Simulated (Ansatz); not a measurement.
Input for Ansatz (a first-principles code): R-BLYP/def2-TZVPP on CH8Si2 (SMILES [SiH3]C[SiH3]).

Ansatz 0.2 input:
```yaml
crystal:
  periodic: [false, false, false]
  atoms:
    - {symbol: Si, position_ang: [-1.56907257, 0.27855909, -0.16124239]}
    - {symbol: C, position_ang: [0.07748051, -0.53813979, -0.54260615]}
    - {symbol: Si, position_ang: [1.52074774, 0.05708476, 0.49963367]}
    - {symbol: H, position_ang: [-2.64268330, -0.25719958, -1.03304495]}
    - {symbol: H, position_ang: [-1.47498851, 1.74244933, -0.37627910]}
    - {symbol: H, position_ang: [-1.94488026, 0.03472122, 1.25204185]}
    - {symbol: H, position_ang: [-0.02843114, -1.61907039, -0.40957353]}
    - {symbol: H, position_ang: [0.31505444, -0.37172583, -1.59768382]}
    - {symbol: H, position_ang: [1.72232299, 1.51342321, 0.30857051]}
    - {symbol: H, position_ang: [1.25210082, -0.19539930, 1.93564979]}
    - {symbol: H, position_ang: [2.77234926, -0.64470270, 0.12453412]}
basis:
  gaussian:
    orbitals: def2-TZVPP
hamiltonian:
  xc: {name: BLYP}
scf: {lower_state_search: off}
```

Output:

```
WARN ansatz: RAYON_NUM_THREADS=2 ignored (pool sized by the plan → 2); use --threads N
Functional definition: BLYP
these checks for a lower state are left out or cut short: stability, starts, cluster_reference, orbital_swaps, neighbouring_geometries, increment
integrals: 0.15 GiB planned
1228 factors; their error is unknown
mean field: 1.03 GiB planned
mean field evaluation 1: about -16912.2660 eV, gradient 6.6e1 eV
mean field evaluation 2: about -16893.0170 eV, gradient 9.5e1 eV
mean field evaluation 4: about -16922.3664 eV, gradient 3.7e0 eV
mean field evaluation 8: about -16922.4017 eV, gradient 5.3e-2 eV
mean field evaluation 16: about -16922.3631 eV, gradient 1.2e-5 eV
mean field -16922.36312623 eV, -621.8853744994 hartree, gradient 2.9e-6 eV, S^2 0.000000; 0 other end points of the search recorded, 0 dependent functions left out
reference -16922.36351635 eV, -621.8853888360 hartree; 21, 21 occupied and 206, 206 virtual orbitals, 1228 factors
Total energy: -16922.36351635 eV, -621.8853888360 hartree
Checks for a lower state left out: stability, starts, cluster_reference, orbital_swaps, neighbouring_geometries, increment
```

The calculation finished and met its thresholds.

Cost: around 2.2 core-seconds (rough).
